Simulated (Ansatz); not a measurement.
Input for Ansatz (a program for electronic structure): R-BHLYP/def2-TZVPPD on H2O (SMILES O). The basis file is the Basis Set Exchange's JSON of that set.

Ansatz 0.2 input:
```yaml
crystal:
  periodic: [false, false, false]
  atoms:
    - {symbol: O, position_ang: [-0.00000000, -0.00000000, 0.38961139]}
    - {symbol: H, position_ang: [-0.00000000, 0.76498632, -0.19485569]}
    - {symbol: H, position_ang: [0.00000000, -0.76498632, -0.19485569]}
basis:
  gaussian:
    orbitals: def2-TZVPPD.json
hamiltonian:
  xc: {name: BHLYP}
scf: {lower_state_search: off}
```

The log:

```
WARN ansatz: RAYON_NUM_THREADS=1 ignored (pool sized by the plan → 1); use --threads N
Functional definition: BHLYP
these checks for a lower state are left out or cut short: stability, starts, cluster_reference, orbital_swaps, neighbouring_geometries, increment
integrals: 0.01 GiB planned
325 factors; their error is unknown
mean field: 0.12 GiB planned
mean field evaluation 1: about -2076.4107 eV, gradient 4.5e1 eV
mean field evaluation 2: about -2074.6988 eV, gradient 5.5e1 eV
mean field evaluation 4: about -2079.6157 eV, gradient 1.8e-1 eV
mean field evaluation 8: about -2079.6324 eV, gradient 2.1e-3 eV
mean field -2079.63244173 eV, -76.4250826081 hartree, gradient 8.7e-7 eV, S^2 0.000000; 0 other end points of the search recorded, 0 dependent functions left out
reference -2079.63256594 eV, -76.4250871729 hartree; 5, 5 occupied and 69, 69 virtual orbitals, 325 factors
Total energy: -2079.63256594 eV, -76.4250871729 hartree
Checks for a lower state left out: stability, starts, cluster_reference, orbital_swaps, neighbouring_geometries, increment
```

The calculation finished and met its thresholds.

Cost: roughly 0.4 core-seconds.
